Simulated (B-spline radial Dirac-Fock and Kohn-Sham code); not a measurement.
# Binding energies of C⁺ in different valence configurations

These are calculated numbers from a radial atomic solver; the model is Dirac-Fock ΔSCF + Breit + QED. Correlation and solid-state effects are left out.

Reference: the tabulated ground configuration [He] 2s2 2p1, with 2s 30.66 eV, 2p 24.04 eV.

Shifts from the reference in eV.

| configuration | average energy | 2s | 2p |
| --- | --- | --- | --- |
| [He] 2s1 2p2 | +8.04 | +1.82 | -1.42 |
